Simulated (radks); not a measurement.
Results of a calculation; reference values are marked as such.
Problem. These are the eigenvalues of the occupied orbitals of an atom or ion with whole-number occupations (hartree). Level of theory: non-relativistic Kohn-Sham, LDA (Slater exchange, Perdew-Wang correlation), spin-unpolarised, spherical densities, point nucleus (a radial shooting solver on a logarithmic mesh with Libxc functionals).

| orbital | eigenvalue |
|---|---|
| 1s | -1563.200 |
| 2s | -246.1891 |
| 2p | -233.6738 |
| 3s | -53.64702 |
| 3p | -48.13888 |
| 3d | -37.84327 |
| 4s | -10.64067 |
| 4p | -8.53845 |
| 4d | -4.81485 |
| 5s | -1.59043 |
| 5p | -1.03477 |
| 4f | -0.41795 |
| 6s | -0.29743 |

Which element is it, and in what charge state? The configuration may be excited.

Solution. Z = 61, promethium, charge +1: Pm+ in [Xe] 4f5 6s1. The list shows which subshells hold electrons but not how many an open one holds; the 1s level, -1563.2 hartree, gives Z - s = 55.9 by -(Z - s)^2/2, which with screening narrows Z to a few neighbours, and the depths of the outer levels then fix element, charge and occupations together.
